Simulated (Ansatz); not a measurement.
Two members of one family (Oligo(dimethylsiloxane)), computed with Ansatz in the gas phase. A negative affinity means that the extra electron isn't bound at that geometry and level; within about 0.2 eV of zero the sign isn't settled. Binding counts from free atoms in the multiplicity of their measured ground term, without zero-point energy. Sets without diffuse functions give affinities that are too small. A dash marks a value that wasn't run or was left out as unsound. The structures are stationary points that may keep the symmetry of their start. Remarks come from the PBE and PBE0 runs and from stability tests at other levels; not every state was tested. A HOMO above zero means that the electron is unbound at that level and held by the basis, or that self-interaction error raises the level; the energy of removing that electron tells which. HOMO above LUMO (over both spins in singlets and doublets, within one spin in higher multiplets; at PBE or PBE0), or a gap under 0.15 eV within one spin, warns that the state may not be the lowest or that an electron is smeared out.

First: C[Si](C)(C)O[Si](C)(C)O[Si](C)(C)O[Si](C)(C)O[Si](C)(C)O[Si](C)(C)C (singlet, charge 0, PBE-D4/def2-SVP geometry).

Cartesian coordinates in Å:
```
C 2.392 -2.945 -1.000
Si 2.048 -2.426 -2.781
C 3.496 -1.442 -3.485
C 1.689 -3.934 -3.861
O 0.695 -1.424 -2.756
Si -0.719 -0.821 -3.410
C -0.321 0.611 -4.552
C -1.672 -2.195 -4.263
O -1.638 -0.220 -2.142
Si -1.785 -0.469 -0.483
C -1.546 -2.282 -0.067
C -3.470 0.183 0.010
O -0.582 0.399 0.310
Si 0.364 1.764 0.007
C 1.921 1.245 -0.902
C -0.642 3.036 -0.934
O 0.781 2.420 1.488
Si 1.338 1.953 3.006
C 2.487 3.296 3.625
C 2.172 0.268 2.877
O 0.051 1.865 4.068
Si -1.548 1.326 4.145
C -2.607 2.389 3.003
C -2.090 1.521 5.937
C -1.606 -0.485 3.614
H 1.585 -3.601 -0.611
H 2.453 -2.056 -0.339
H 3.347 -3.502 -0.921
H 3.708 -0.552 -2.856
H 3.273 -1.089 -4.513
H 4.418 -2.059 -3.528
H 1.495 -3.641 -4.913
H 0.800 -4.487 -3.491
H 2.549 -4.637 -3.861
H 0.257 1.388 -4.013
H -1.248 1.083 -4.939
H 0.283 0.276 -5.421
H -2.648 -1.826 -4.638
H -1.107 -2.608 -5.123
H -1.872 -3.026 -3.556
H -0.536 -2.608 -0.384
H -1.644 -2.459 1.023
H -2.298 -2.911 -0.587
H -3.629 0.084 1.103
H -3.569 1.254 -0.258
H -4.274 -0.376 -0.512
H 1.671 0.748 -1.861
H 2.495 0.519 -0.292
H 2.573 2.119 -1.106
H -0.035 3.930 -1.181
H -1.027 2.598 -1.877
H -1.508 3.370 -0.328
H 2.833 3.080 4.657
H 3.378 3.394 2.971
H 1.960 4.272 3.636
H 2.457 -0.114 3.878
H 1.485 -0.467 2.409
H 3.090 0.323 2.256
H -3.679 2.107 3.060
H -2.518 3.462 3.270
H -2.275 2.267 1.952
H -3.141 1.190 6.076
H -1.450 0.919 6.613
H -2.020 2.581 6.259
H -2.641 -0.885 3.632
H -0.983 -1.117 4.280
H -1.214 -0.576 2.581
```

```json
{"level": "PBE-D4/def2-SVP", "HOMO (eV)": "-6.08", "LUMO (eV)": "0.06", "gap (eV)": "6.14", "vertical IE (eV)": "7.81", "vertical EA (eV)": "-1.33", "binding per atom (eV)": "4.25"}
{"level": "r2SCAN-D4/def2-SVP", "HOMO (eV)": "-6.45", "LUMO (eV)": "0.56", "gap (eV)": "7.00", "vertical IE (eV)": "–", "vertical EA (eV)": "–", "binding per atom (eV)": "4.21"}
{"level": "r2SCANh-D4/def2-SVP", "HOMO (eV)": "-6.97", "LUMO (eV)": "0.80", "gap (eV)": "7.76", "vertical IE (eV)": "8.43", "vertical EA (eV)": "-1.84", "binding per atom (eV)": "4.19"}
{"level": "B3LYP-D4/6-31G", "HOMO (eV)": "-6.98", "LUMO (eV)": "0.96", "gap (eV)": "7.95", "vertical IE (eV)": "–", "vertical EA (eV)": "–", "binding per atom (eV)": "4.00"}
{"level": "PBE0-D4/def2-SVP", "HOMO (eV)": "-7.50", "LUMO (eV)": "0.86", "gap (eV)": "8.36", "vertical IE (eV)": "8.73", "vertical EA (eV)": "-1.78", "binding per atom (eV)": "4.21"}
```

Remarks: gap within one spin near zero at PBE or PBE0 (+1 doublet), HOMO above zero (-1 doublet).

Second: C[Si](C)(C)O[Si](C)(C)O[Si](C)(C)O[Si](C)(C)O[Si](C)(C)O[Si](C)(C)O[Si](C)(C)C (singlet, charge 0, PBE-D4/def2-SVP geometry).

Cartesian coordinates in Å:
```
C -0.827 -4.966 4.048
Si -0.598 -3.354 3.096
C 0.218 -2.051 4.187
C 0.406 -3.642 1.525
O -2.139 -2.789 2.698
Si -3.089 -2.278 1.419
C -3.121 -3.555 0.045
C -4.790 -1.911 2.119
O -2.450 -0.873 0.757
Si -1.609 0.506 1.189
C -2.133 1.060 2.908
C -1.903 1.775 -0.148
O 0.026 0.087 1.240
Si 1.575 0.714 1.356
C 1.717 1.731 2.933
C 2.775 -0.723 1.310
O 1.898 1.680 0.027
Si 1.996 3.189 -0.693
C 3.694 3.315 -1.484
C 1.681 4.543 0.568
O 0.804 3.325 -1.855
Si 0.204 2.683 -3.287
C -1.438 3.516 -3.618
C 1.453 2.977 -4.665
O -0.075 1.046 -3.101
Si 0.645 -0.484 -3.194
C 0.383 -1.130 -4.949
C 2.489 -0.358 -2.807
C -0.218 -1.580 -1.933
H -1.456 -4.806 4.948
H -1.326 -5.731 3.418
H 0.147 -5.379 4.381
H -0.391 -1.856 5.093
H 0.315 -1.103 3.622
H 1.229 -2.369 4.515
H 1.448 -3.944 1.763
H -0.044 -4.443 0.903
H 0.447 -2.714 0.921
H -2.109 -3.683 -0.388
H -3.473 -4.539 0.417
H -3.798 -3.232 -0.772
H -5.258 -2.829 2.531
H -4.717 -1.169 2.939
H -5.462 -1.499 1.338
H -3.212 1.323 2.926
H -1.968 0.242 3.638
H -1.560 1.947 3.246
H -1.576 1.360 -1.122
H -1.333 2.710 0.024
H -2.981 2.028 -0.215
H 1.010 2.584 2.928
H 1.490 1.106 3.822
H 2.741 2.139 3.056
H 3.821 -0.357 1.343
H 2.615 -1.405 2.168
H 2.643 -1.308 0.377
H 3.870 2.456 -2.164
H 4.493 3.305 -0.715
H 3.794 4.249 -2.075
H 1.756 5.542 0.091
H 0.661 4.452 0.994
H 2.410 4.503 1.402
H -1.313 4.614 -3.714
H -1.895 3.133 -4.553
H -2.140 3.320 -2.783
H 1.638 4.062 -4.805
H 1.085 2.565 -5.626
H 2.426 2.495 -4.436
H 0.871 -0.468 -5.696
H 0.807 -2.148 -5.070
H -0.699 -1.179 -5.194
H 2.952 -1.366 -2.765
H 3.030 0.225 -3.581
H 2.641 0.136 -1.825
H 0.162 -2.622 -1.986
H -0.054 -1.202 -0.904
H -1.313 -1.602 -2.105
```

Question: What does the change do? Estimate second minus first.

Answer: 
```csv
level,Δ HOMO (eV),Δ LUMO (eV),Δ gap (eV),Δ vertical IE (eV),Δ vertical EA (eV),Δ binding per atom (eV)
PBE-D4/def2-SVP,-0.02,0.03,0.04,-0.13,0.03,0.01
r2SCAN-D4/def2-SVP,-0.01,0.00,0.01,–,–,0.01
r2SCANh-D4/def2-SVP,-0.01,0.00,0.02,-0.12,0.02,0.01
B3LYP-D4/6-31G,-0.03,-0.01,0.01,–,–,0.01
PBE0-D4/def2-SVP,-0.01,0.03,0.04,-0.10,0.01,0.01
```

Remarks: gap within one spin near zero at PBE or PBE0 (+1 doublet), HOMO above zero (-1 doublet).
